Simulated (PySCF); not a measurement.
## Input and output of a scripted DFT run

The script drives PySCF SCF with an in-house response code with single-precision fitted integrals, so total energies wander by about 1e-6 Eh between cycles (the fitting error itself is about 1e-3 Eh and cancels in differences); atoms count from 0. Pop asks for populations, which are stored and not printed.

Job and coordinates (Å):

```
{"job": {"kind": "nmr", "basis": "pcSseg-1", "pop": false, "xc": "OPBE"}, "charge": 0, "multiplicity": 1}
C     -4.110011    -1.042830     1.689162
B     -4.600048     0.140275     0.766914
C     -6.051585     0.725997     0.990379
C     -3.739394     0.710095    -0.392738
C     -4.313837     1.303293    -1.473786
S     -3.240062     1.793459    -2.736737
C     -1.874850     1.224320    -1.803871
C     -0.565921     1.294563    -2.174045
C      0.429075     0.794740    -1.301504
C      1.780147     0.821237    -1.633552
C      2.760976     0.334262    -0.769938
C      4.129803     0.358847    -1.112030
C      5.075002    -0.119902    -0.240019
C      6.497895    -0.183444    -0.387213
C      7.113448    -0.717904     0.682178
S      6.031453    -1.190586     1.959119
C      4.658237    -0.646657     1.022222
C      3.347519    -0.692504     1.390172
C      2.360566    -0.203502     0.502025
C      1.008658    -0.231833     0.831230
C      0.028374     0.248014    -0.035251
C     -1.340738     0.203259     0.306266
C     -2.300572     0.662878    -0.558247
H     -3.663352    -0.632470     2.595930
H     -4.939998    -1.662992     2.022316
H     -3.368288    -1.692501     1.231549
H     -6.102145     1.806107     0.870485
H     -6.471939     0.475593     1.961548
H     -6.723668     0.301835     0.243318
H     -5.363008     1.468216    -1.630112
H     -0.279607     1.727626    -3.120609
H      2.078538     1.228824    -2.589598
H      4.424059     0.761314    -2.070231
H      7.012487     0.164606    -1.265121
H      8.164311    -0.880117     0.827721
H      3.050292    -1.093520     2.347142
H      0.708220    -0.641327     1.785836
H     -1.616240    -0.198293     1.267070
```

Command:

```bash
OMP_NUM_THREADS=1 python large_run.py task.json out
```

**Question.** What does the program print?

**Answer.** 
```
start: PBE on a coarse grid of 33525 points
cycle   1  E = -1590.4993766696  dE =  3.839e+00  |g| = 9.632e-01  |ddm| = 7.474e+00
cycle   2  E = -1589.9196685444  dE =  5.797e-01  |g| = 1.655e+00  |ddm| = 3.399e+00
cycle   3  E = -1590.6723533156  dE = -7.527e-01  |g| = 5.185e-01  |ddm| = 2.898e+00
cycle   4  E = -1590.7576317022  dE = -8.528e-02  |g| = 1.224e-01  |ddm| = 7.968e-01
cycle   5  E = -1590.7587257163  dE = -1.094e-03  |g| = 1.021e-01  |ddm| = 2.699e-01
cycle   6  E = -1590.7612659192  dE = -2.540e-03  |g| = 4.475e-02  |ddm| = 1.692e-01
cycle   7  E = -1590.7618077706  dE = -5.419e-04  |g| = 1.853e-02  |ddm| = 7.705e-02
cycle   8  E = -1590.7619078846  dE = -1.001e-04  |g| = 5.546e-03  |ddm| = 2.752e-02
final grid: 304668 points
cycle   9  E = -1591.9076869177  dE = -2.945e-02  |g| = 7.555e-02  |ddm| = 1.326e+00
cycle  10  E = -1591.9053005991  dE =  2.386e-03  |g| = 1.087e-01  |ddm| = 2.458e-01
cycle  11  E = -1591.9080366978  dE = -2.736e-03  |g| = 4.678e-02  |ddm| = 2.085e-01
cycle  12  E = -1591.9086779608  dE = -6.413e-04  |g| = 1.929e-02  |ddm| = 8.021e-02
cycle  13  E = -1591.9087756171  dE = -9.766e-05  |g| = 8.000e-03  |ddm| = 3.339e-02
cycle  14  E = -1591.9087945034  dE = -1.889e-05  |g| = 3.172e-03  |ddm| = 1.405e-02
cycle  15  E = -1591.9087963894  dE = -1.886e-06  |g| = 9.989e-04  |ddm| = 5.117e-03
cycle  16  E = -1591.9087964126  dE = -2.319e-08  |g| = 3.137e-04  |ddm| = 1.523e-03
cycle  17  E = -1591.9087977342  dE = -1.322e-06  |g| = 1.093e-04  |ddm| = 6.089e-04
cycle  18  E = -1591.9087965168  dE =  1.217e-06  |g| = 5.460e-05  |ddm| = 2.497e-04
converged SCF energy = -1591.9087965168

GIAO shielding tensors (ppm)
atom      isotropic    diamagn.    paramagn.     s11        s22        s33       span
  0 C      172.935     255.459     -82.524    156.977    176.947    184.880     27.903
  1 B       32.144     187.630    -155.486    -31.419      9.697    118.152    149.571
  2 C      173.803     249.664     -75.861    161.397    172.536    187.477     26.080
  3 C       46.237     245.960    -199.723    -37.732     33.035    143.408    181.140
  4 C       44.443     270.356    -225.913    -36.108     39.375    130.062    166.171
  5 S      326.648    1059.371    -732.723    183.678    379.910    416.357    232.679
  6 C       48.703     265.415    -216.712    -16.702     36.682    126.128    142.831
  7 C       68.156     243.422    -175.266    -13.185     60.182    157.471    170.655
  8 C       64.573     252.479    -187.906    -10.354     13.006    191.066    201.420
  9 C       63.466     244.117    -180.651    -12.174     54.252    148.320    160.494
 10 C       63.976     250.687    -186.710    -12.303     10.741    193.490    205.794
 11 C       66.702     238.341    -171.639     -9.713     54.762    155.058    164.771
 12 C       53.479     248.481    -195.002    -22.472     32.326    150.582    173.054
 13 C       66.253     236.472    -170.219     -7.038     65.943    139.856    146.894
 14 C       58.837     274.693    -215.855    -23.947     61.521    138.938    162.884
 15 S      345.272    1057.517    -712.246    219.778    373.886    442.150    222.373
 16 C       51.224     260.788    -209.564    -17.123     34.343    136.453    153.576
 17 C       68.082     243.963    -175.881    -13.244     59.512    157.977    171.221
 18 C       64.385     253.115    -188.730    -10.342     12.996    190.502    200.843
 19 C       62.654     250.011    -187.356    -13.495     54.235    147.223    160.718
 20 C       63.877     253.396    -189.519    -11.579      9.828    193.381    204.960
 21 C       64.233     250.869    -186.636    -11.804     48.033    156.469    168.273
 22 C       51.283     250.980    -199.697    -24.346     33.439    144.757    169.102
 23 H       30.121      33.327      -3.205     24.955     30.237     35.172     10.217
 24 H       30.116      28.653       1.463     25.472     29.284     35.593     10.121
 25 H       29.693      36.330      -6.637     24.546     30.700     33.832      9.287
 26 H       30.237      28.169       2.067     25.717     30.549     34.444      8.727
 27 H       30.325      25.738       4.587     25.843     29.858     35.273      9.430
 28 H       30.302      25.063       5.238     25.486     29.899     35.521     10.035
 29 H       23.556      33.895     -10.339     19.105     23.146     28.418      9.313
 30 H       22.789      34.591     -11.802     14.924     23.838     29.605     14.680
 31 H       22.680      36.763     -14.083     14.753     23.719     29.567     14.814
 32 H       22.774      34.268     -11.494     15.319     24.068     28.936     13.617
 33 H       24.018      29.221      -5.203     19.265     25.397     27.391      8.126
 34 H       24.201      29.458      -5.257     20.443     25.020     27.142      6.699
 35 H       22.809      32.620      -9.811     14.922     23.646     29.859     14.936
 36 H       22.663      37.685     -15.022     14.544     23.377     30.069     15.525
 37 H       22.451      39.940     -17.489     13.639     23.134     30.580     16.941
```

The run took 59 s of wall time on 1 thread of Arm Neoverse V2 (shared host), peak memory 0.69 GiB.
